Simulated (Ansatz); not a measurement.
CH4F2Si can be A, `FC[SiH2]F`, or B, `FC(F)[SiH3]`.

Calculated with Ansatz (gas phase, PBE0-D4/def2-TZVP geometries, no zero-point term in ΔE). CCSD(T)/CBS is the MP2 limit (def2-TZVPP, def2-QZVPP) plus CCSD(T) − MP2 in def2-TZVPP, frozen cores. DFT in def2-TZVPP. B3LYP here is the variant with VWN-RPA as its local correlation; programs differ in this. One conformer a species, not always the lowest.

Problem. Which isomer does CCSD(T)/CBS put lower? Give the gap. (Best estimate.)

Solution. The calculation gave: A, by 46.7 kcal/mol.

Problem. Give E(B) − E(A) in kcal/mol with CCSD(T)/def2-SVP, HF/def2-TZVPP, PBE-D4, CCSD(T)/def2-TZVPP, CCSD/def2-TZVPP, B3LYP-D4, ωB97M-V. (Best estimate.)

Solution. Ansatz gave: CCSD(T)/def2-SVP 38.2, HF/def2-TZVPP 46.7, PBE-D4 41.5, CCSD(T)/def2-TZVPP 45.4, CCSD/def2-TZVPP 46.0, B3LYP-D4 44.6, ωB97M-V 44.7. None reverses the order clearly.

Problem. Does the order hold for the free energy at 298.15 K (harmonic terms from PBE0-D4)? (Best estimate.)

Solution. Ansatz gave: Yes: G(B) − G(A) = +45.1 kcal/mol, for one conformer each.

Largest T1 diagnostic: 0.012.

From PBE to PBE0 (25 % exact exchange), in def2-TZVPP and without D4, E(B) − E(A) moves by +1.8 kcal/mol. Leaving LDA and LC-ωPBE aside and taking each functional with its dispersion term where it has one, the values, not all of them listed here, spread over 4.9 kcal/mol, from revPBE-D4 to BHLYP-D4. LDA lies −1.2 kcal/mol from PBE without D4.
